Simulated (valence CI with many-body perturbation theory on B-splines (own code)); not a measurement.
# Energy levels of Pd²³⁺

Computed by relativistic CI+MBPT: five valence electrons over a frozen Dirac-Fock core [Ar], a basis of 7 s, 7 p, 8 d, 6 f, 4 g, 1 h functions for each j, with the one-electron correlation potential Σ1, the two-electron term Σ2, the three-electron term Σ3, Breit, model QED; selected CI, second order for the rest, scaled by the run's own slope (own B-spline code, finite nucleus).

No measured levels were compared; by estimate terms of the open shell hold to 2 to 4 % of their energy, and close levels can change places. Only levels of the ground parity were solved; by the run's estimate the other parity begins above the list, which can be wrong where configurations are misplaced.

Levels 1 to 37 of 37, with energies above the lowest level, 3d⁵ ⁶S_5/2. "Leading %" is the weight of the configuration and term that name the level; weights of strongly mixed levels are sums over their largest components and can fall short. Lifetimes count E1, E2, E3, M1 and M2 decay at the calculated energies, and are blank where another channel may lead or the interval is too uncertain; long ones can be off by a factor of two.

```tsv
No.	Configuration	Term	J	E (cm⁻¹)	Leading %	Lifetime	g
1	3d⁵	⁶S	5/2	0	86		1.935
2	3d⁵	⁴G	5/2	86228	29	379 μs	1.051
3	3d⁵	⁴G	7/2	110580	67	2.46 ms	1.074
4	3d⁵	⁴G	11/2	113940	80		1.225
5	3d⁵	⁴P	3/2	114590	48	210 μs	1.401
6	3d⁵	⁴G	5/2	118040	44	292 μs	1.055
7	3d⁵	⁴G	9/2	120020	86	31.4 ms	1.166
8	3d⁵	⁴P	1/2	128890	68	7.31 ms	1.925
9	3d⁵	⁴D	7/2	145670	69	804 μs	1.311
10	3d⁵	⁴D	5/2	154300	39	274 μs	1.283
11	3d⁵	⁴D	1/2	165410	73	445 μs	0.688
12	3d⁵	²I	11/2	166320	73	707 μs	0.991
13	3d⁵	⁴D	3/2	169660	48	265 μs	1.328
14	3d⁵	²F	7/2	175920	44	1.07 ms	1.122
15	3d⁵	²I	13/2	180750	100	4.90 ms	1.074
16	3d⁵	⁴F	3/2	182700	46	190 μs	0.710
17	3d⁵	²G	9/2	183280	47	723 μs	1.161
18	3d⁵	²F	5/2	190600	28	114 μs	1.065
19	3d⁵	⁴F	5/2	210190	38	172 μs	1.081
20	3d⁵	²H	9/2	212790	54	178 μs	1.094
21	3d⁵	²G	7/2	221360	52	483 μs	1.026
22	3d⁵	²D	3/2	230350	48	275 μs	0.666
23	3d⁵	²F	5/2	233370	55	169 μs	0.996
24	3d⁵	²F	7/2	233830	56	146 μs	1.090
25	3d⁵	²H	11/2	249600	71		1.062
26	3d⁵	²F	7/2	250660	45	236 μs	1.154
27	3d⁵	²G	9/2	255080	49	286 μs	1.092
28	3d⁵	²S	1/2	256060	85	147 μs	1.953
29	3d⁵	²D	5/2	275360	50	89.4 μs	1.067
30	3d⁵	²D	3/2	285530	90	94.7 μs	0.818
31	3d⁵	²D	5/2	307060	68		1.130
32	3d⁵	²G	9/2	317830	98		1.108
33	3d⁵	²G	7/2	327920	89		0.915
34	3d⁵	²P	3/2	367140	83		1.240
35	3d⁵	²P	1/2	385850	92		0.757
36	3d⁵	²D	5/2	414550	97	65.0 μs	1.194
37	3d⁵	²D	3/2	427110	82	67.9 μs	0.879
```

Names give the largest LS component (configuration and term), which can be under half, so a name can repeat, a term be missing and a line seem to break the LS rules; names also repeat where a configuration has a term twice.

The ionisation energy to 3d⁴ ⁵D0 of the next ion comes out as 1144.4 eV (NIST: 1145 ± 4 eV (theoretical)). All 37 levels together are meant to be complete up to 444410 cm⁻¹.
